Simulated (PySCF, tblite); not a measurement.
# LiCl and methyl isocyanide

A gas-phase complex of LiCl and methyl isocyanide; neutral, singlet. The structure comes from a short search (6 tight-binding starts) and was relaxed by PBE0-D3(BJ)/def2-SVPD; another way of binding may lie lower. Frequencies by PBE0-D3(BJ)/def2-SVPD show no clear imaginary mode.

Parts: 1 = LiCl ([Li][Cl]), atoms 1–2; 2 = methyl isocyanide ([C-]#[N+]C), atoms 3–8.

```xyz
8

Li    0.358    0.138    0.262
Cl    2.209   -0.552    0.908
C    -3.931    1.676   -0.893
N    -2.635    1.219   -0.570
C    -1.569    0.844   -0.300
H    -4.185    1.366   -1.914
H    -3.960    2.771   -0.825
H    -4.655    1.247   -0.189
```
Atoms count from 1 in this order.

Contacts between parts, classed by geometry: Li1···C5 2.129 Å (ion contact).

Interaction energies are complex less parts, with the parts frozen as they stand in it; counterpoise-corrected, in kcal/mol (PySCF).

Task: Give the interaction energy at each level run.

Result: 
| level | interaction | superposition error removed |
| --- | --- | --- |
| wB97M-D3(BJ)/def2-TZVPD | -20.29 | -0.20 |
| PBE0-D3(BJ)/def2-TZVPD | -21.49 | -0.20 |

Task: What holds them together? Decompose the wB97M-D3(BJ)/def2-TZVPD energy: frozen parts, their antisymmetrised product, then relaxation.

Result: electrostatic -22.1, Pauli repulsion +9.4, orbital relaxation -7.3, dispersion correction -0.5 kcal/mol, which sum to the value before the counterpoise correction; the Pauli term holds the exchange-correlation of the frozen density too. Of the attraction, 74 % is electrostatic, 24 % is orbital relaxation, 2 % is dispersion correction.

The parts were also relaxed and run alone, at the levels used for the complex: shieldings by PBE0/pcSseg-2.

Task: How do these values change when the complex forms?

Result: 
```json
{"property": "shielding of Li1 (ppm)", "alone": "87.8", "in the complex": "88.8", "change": "+1.0"}
{"property": "shielding of C5 (ppm)", "alone": "-0.3", "in the complex": "22.0", "change": "+22.2"}
```
